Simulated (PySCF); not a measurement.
Isomers of C6H11N, from CAM-B3LYP/def2-SV(P) geometry optimisation, gas phase (PySCF 2.14.0). One conformer each, no zero-point energy, no frequencies.

Question: Which isomer lies lower at this level?
A. `[CH:1]#[C:2][CH2:3][C@H:4]([CH3:5])[CH2:6][NH2:7]` with C2–C3–C4–C5 -62°, C3–C4–C6–N7 -176°, C4–C6–N7–H -65° and 56°: A = 6633, B = 1253, C = 1134 MHz, dipole 0.85 D
B. `[H]/[N:7]=[CH:6]\[CH2:5][CH:4]=[C:2]([CH3:1])[CH3:3]` with C2–C4–C5–C6 114°, C4–C5–C6–N7 120°: A = 6170, B = 1166, C = 1061 MHz, dipole 2.81 D

Answer: B. That is `[H]/N=C\CC=C(C)C`, 23.7 kcal/mol below the other.

| SMILES | mapped SMILES | E (Eh) | relative (kcal/mol) | relative (kJ/mol) | dipole (D) |
| --- | --- | --- | --- | --- | --- |
| [H]/N=C\CC=C(C)C | [H]/[N:7]=[CH:6]\[CH2:5][CH:4]=[C:2]([CH3:1])[CH3:3] | -289.56378 | 0.0 | 0.0 | 2.81 |
| C#CC[C@H](C)CN | [CH:1]#[C:2][CH2:3][C@H:4]([CH3:5])[CH2:6][NH2:7] | -289.52605 | 23.7 | 99.1 | 0.85 |

As drawn, the lower has a C=N bond and a C=C bond outside aromatic rings, which the higher lacks; the higher has a C≡C bond, which the lower lacks.
